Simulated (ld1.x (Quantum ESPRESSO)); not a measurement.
## An all-electron radial function and its pseudo partner (F)

Columns: radius, all-electron u(r) and pseudo u(r) of the 2p shell (level -11.41 eV) of fluorine in the configuration [He] 2s1.75 2p5.25; LDA (PZ), non-relativistic, PAW scheme, ld1.x (Quantum ESPRESSO) 7.5.

| r (bohr) | all-electron | pseudo |
| --- | --- | --- |
| 0.085 | 0.1067 | 0.0153 |
| 0.170 | 0.3038 | 0.0597 |
| 0.255 | 0.4976 | 0.1294 |
| 0.340 | 0.6555 | 0.2183 |
| 0.425 | 0.7707 | 0.3189 |
| 0.510 | 0.8460 | 0.4231 |
| 0.595 | 0.8880 | 0.5227 |
| 0.680 | 0.9039 | 0.6107 |
| 0.765 | 0.9003 | 0.6815 |
| 0.850 | 0.8826 | 0.7318 |
| 0.935 | 0.8552 | 0.7604 |
| 1.020 | 0.8214 | 0.7682 |
| 1.105 | 0.7837 | 0.7581 |
| 1.190 | 0.7439 | 0.7340 |
| 1.275 | 0.7032 | 0.7007 |
| 1.360 | 0.6627 | 0.6624 |
| 1.445 | 0.6228 | 0.6229 |
| 1.530 | 0.5841 | 0.5841 |
| 1.615 | 0.5469 | 0.5469 |
| 1.700 | 0.5113 | 0.5113 |
| 1.785 | 0.4775 | 0.4775 |
| 1.870 | 0.4454 | 0.4454 |
| 1.955 | 0.4151 | 0.4151 |
| 2.040 | 0.3866 | 0.3866 |
| 2.125 | 0.3598 | 0.3598 |
| 2.210 | 0.3346 | 0.3346 |

(1) How many radial nodes do the two functions have?

(2) At about which radius was the pseudo-wave matched?

(3) Where does each function peak?

(4) Is the pseudo-wave norm-conserving?

Answers

(1) The all-electron 2p function has n − l − 1 = 0; the pseudo-wave has 0.

(2) 1.55 bohr. The columns agree to 0.0005 from 1.36 bohr on; several derivatives are matched, so the curves merge somewhat inside the radius.

(3) Outermost all-electron maximum near 0.68 bohr, pseudo maximum near 1.02 bohr (to the table’s step).

(4) No, it belongs to a PAW set: the norm inside the radius is not constrained, and the difference is carried by the augmentation charge.
